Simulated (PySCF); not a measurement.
Bonding in `C=CN([SiH3])[C@@H](C)C[SiH3]`

Compound: C5H15NSi2.
SMILES with atom numbers: `[CH2:1]=[CH:2][N:3]([SiH3:4])[C@@H:5]([CH3:6])[CH2:7][SiH3:8]` (hydrogens: H9, H10 on C1; H11 on C2; H12, H13, H14 on Si4; H15 on C5; H16, H17, H18 on C6; H19, H20 on C7; H21, H22, H23 on Si8)

Geometry (GFN2-xTB, Å), atoms numbered from 1 in this order:
```
atom  x, y, z in Å
C1    -2.0623    0.8216   -1.7408
C2    -1.1699    0.0300   -1.1586
N3    -0.6538    0.1739    0.1117
Si4   -1.2324    1.4056    1.1848
C5     0.3685   -0.7802    0.5147
C6    -0.2106   -2.1938    0.6302
C7     1.5971   -0.7439   -0.3984
Si8    2.3046    1.0065   -0.6355
H9    -2.4730    1.6872   -1.2540
H10   -2.4049    0.6152   -2.7384
H11   -0.7921   -0.8212   -1.7095
H12   -0.5600    1.1645    2.4604
H13   -0.8947    2.7384    0.6743
H14   -2.6831    1.2773    1.3519
H15    0.6956   -0.4764    1.5141
H16   -0.5361   -2.5670   -0.3381
H17    0.5410   -2.8736    1.0250
H18   -1.0666   -2.1872    1.3020
H19    1.3512   -1.1751   -1.3705
H20    2.3577   -1.3934    0.0399
H21    1.4085    1.8282   -1.4463
H22    2.5189    1.6250    0.6752
H23    3.5915    0.8654   -1.3248
```

Bond orders from the PBE0/pcSseg-1 density (PySCF). One conformer (not necessarily the lowest) at the GFN2-xTB geometry, without solvent, vibrations or thermal averaging.

(1) Where do the orders between heavy atoms depart from those drawn in the SMILES?

(2) Give the Mayer order of every bond between heavy atoms, beside its length.

## Answers

(1) The largest departure is 0.109, at N3–Si4 (drawn single, 0.891).

(2) 
```json
{"bond": "C1–C2", "drawn as": "double", "length (Å)": "1.327", "Mayer order": "1.920"}
{"bond": "C2–N3", "drawn as": "single", "length (Å)": "1.379", "Mayer order": "1.024"}
{"bond": "N3–Si4", "drawn as": "single", "length (Å)": "1.733", "Mayer order": "0.891"}
{"bond": "N3–C5", "drawn as": "single", "length (Å)": "1.455", "Mayer order": "0.928"}
{"bond": "C5–C6", "drawn as": "single", "length (Å)": "1.532", "Mayer order": "1.040"}
{"bond": "C5–C7", "drawn as": "single", "length (Å)": "1.531", "Mayer order": "1.009"}
{"bond": "C7–Si8", "drawn as": "single", "length (Å)": "1.903", "Mayer order": "0.900"}
```

Bonds between the same two heavy elements. C–C: lowest C5–C7 (1.009, 1.531 Å), highest C1–C2 (1.920, 1.327 Å). C–N: lowest N3–C5 (0.928, 1.455 Å), highest C2–N3 (1.024, 1.379 Å).

Task: And the bonds to hydrogen?

Result: C–H: 0.94 to 0.96 (9 bonds); H–Si: 0.93 to 0.95 (6 bonds).

Task: Sum the orders of all bonds at each heavy atom with more than one neighbour and set the sums beside the valence in the SMILES.

Result: C1 3.812 (drawn 4), C2 3.881 (drawn 4), N3 2.843 (drawn 3), Si4 3.702 (drawn 4), C5 3.922 (drawn 4), C6 3.923 (drawn 4), C7 3.792 (drawn 4), Si8 3.742 (drawn 4). Orders between atoms that aren't bonded are not in these sums.

The Mayer order sums products of elements of PS (density times overlap matrix) between the two atoms' basis functions, so it depends on the basis set.

The run behind these numbers computed NMR shieldings as well. The run took 47 s (with the writing of density and orbital grids) on one thread of an Intel Xeon 6975P-C (shared host), and the process peaked at 0.99 GiB of memory.
